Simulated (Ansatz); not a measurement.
Consider the substitution at a C–Ge bond: `C#[C][GeH3]` + H₂S → `C#CS` + GeH₄.

Computed with Ansatz on PBE0-D4/def2-TZVP structures; ΔE is electronic, products minus reactants. CBS: MP2 limit from def2 TZ/QZ plus the TZ coupled-cluster correction, frozen cores. This one scheme is used for every species. DFT in def2-TZVPP. HSE06 is defined as in plane-wave codes. For Ge outer-core shells are correlated without core-valence functions, which leaves a few kJ/mol of doubt a bond. Scalar relativity is left out up to krypton. Each species was taken in one conformer, which may not be the lowest.

`C#[C][GeH3]`:

Cartesian coordinates in Å:
```
C -1.607 1.172 0.246
C -0.640 0.467 0.098
Ge 0.882 -0.643 -0.135
H -2.462 1.795 0.377
H 1.158 -0.789 -1.636
H 2.079 0.012 0.564
H 0.590 -2.014 0.486
```

H₂S:

```xyz
3

S    -0.394   -0.047   -0.476
H    -0.405   -0.497    0.788
H     0.799    0.544   -0.312
```

`C#CS`:

Cartesian coordinates in Å:
```
C -1.149 0.464 0.168
C -0.121 -0.156 0.078
S 1.244 -1.131 0.004
H -2.052 1.022 0.242
H 2.078 -0.199 -0.493
```

GeH₄:

Z-matrix (Å, degrees):
```
Ge
H 1 1.534
H 1 1.534 2 109.5
H 1 1.534 2 109.5 3 -120.0
H 1 1.534 2 109.5 3 120.0
```

| level | ΔE (kcal/mol) |
| --- | --- |
| LDA (SPW92) | 8.3 |
| r2SCANh-D4 | 11.7 |
| HSE06 | 11.2 |
| CAM-B3LYP | 12.4 |
| LC-ωPBE | 12.4 |
| CCSD/def2-SVP | 13.7 |
| HF/def2-TZVPP | 15.8 |
| SCS-MP2/def2-QZVPP | 15.1 |

**Question.** What does CCSD(T)/CBS give? (An estimate is asked.)

**Answer.** Ansatz gave: +14.8 kcal/mol. The listed levels differ from it by -6.5, -3.1, -3.6, -2.4, -2.4, -1.1, 1.0, 0.3 kcal/mol.

Largest T1 diagnostic among the species: 0.013.

From BLYP to BHLYP (50 % exact exchange), in def2-TZVPP and without D4, ΔE moves by +2.5 kcal/mol. Leaving LDA and LC-ωPBE aside and taking each functional with its dispersion term where it has one, the values, not all of them listed here, spread over 3.6 kcal/mol, from revPBE-D4 to BHLYP-D4. LDA lies −1.5 kcal/mol from PBE without D4. At CCSD(T), def2-SVP lies −1.5 kcal/mol from the extrapolated value and def2-TZVPP +0.6 kcal/mol.
